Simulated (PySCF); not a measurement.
A structure optimised at B3LYP-D3(BJ)/def2-SVP, used in a PySCF frequency run:

```
In
O 1 2.0079
H 2 0.9679 1 110.99
O 1 2.0175 2 107.92 3 -0.33
H 4 0.9670 1 113.05 2 -179.84
C 1 2.1591 2 121.89 3 179.30
H 6 1.0981 1 108.42 2 16.64
H 6 1.0984 7 110.14 1 -120.61
H 6 1.0992 7 109.65 8 -120.62
```
Charge 0, spin multiplicity 1.

Problem. Write its SMILES and formula.

Solution. [CH3][In]([OH])[OH], CH5InO2

Problem. What are its rotational constants (standard atomic weights)?

Solution. 5.2789, 3.9911, 2.3064 GHz
